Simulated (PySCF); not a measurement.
C₅H₁₅NSi.
Cartesian coordinates in Å at the GFN2-xTB level; atoms count from 1:
```
atom  x, y, z in Å
C1    -2.209   -0.858   -0.532
C2    -1.437    0.217   -1.289
Si3    0.030    0.943   -0.313
C4    -0.592    1.793    1.268
N5     1.069   -0.351    0.159
C6     2.046   -0.192    1.209
C7     1.449   -1.394   -0.762
H8    -3.028   -1.248   -1.135
H9    -1.556   -1.685   -0.266
H10   -2.627   -0.449    0.385
H11   -1.094   -0.191   -2.241
H12   -2.117    1.030   -1.543
H13    0.670    1.969   -1.173
H14   -0.830    1.075    2.047
H15   -1.490    2.365    1.060
H16    0.144    2.483    1.666
H17    3.028    0.089    0.810
H18    2.160   -1.134    1.754
H19    1.722    0.578    1.902
H20    0.688   -1.510   -1.527
H21    1.558   -2.341   -0.226
H22    2.404   -1.172   -1.254
```

Computed at PBE0/pcSseg-1 (PySCF, non-relativistic), with Q(14N) = 0.02044 b: N5, 14N (I = 1): χzz = -5.411 MHz, η = 0.370.

(1) Where would the pure quadrupole (NQR) lines of 14N at N5 fall for the rigid, isolated species?

Answers

(1) From ν± = (3/4)|χ|(1 ± η/3) and ν0 = |χ|η/2: ν+ 4.559 MHz, ν− 3.557 MHz, ν0 1.001 MHz (silicon-bound nitrogen).

In a crystal, neighbours and librations shift these lines. GFN2-xTB bond lengths can be off by several hundredths of an ångström, more for odd bonds, and the gradients follow them. With a basis this small, the couplings can be 20 % off.

One conformer stands for the species.
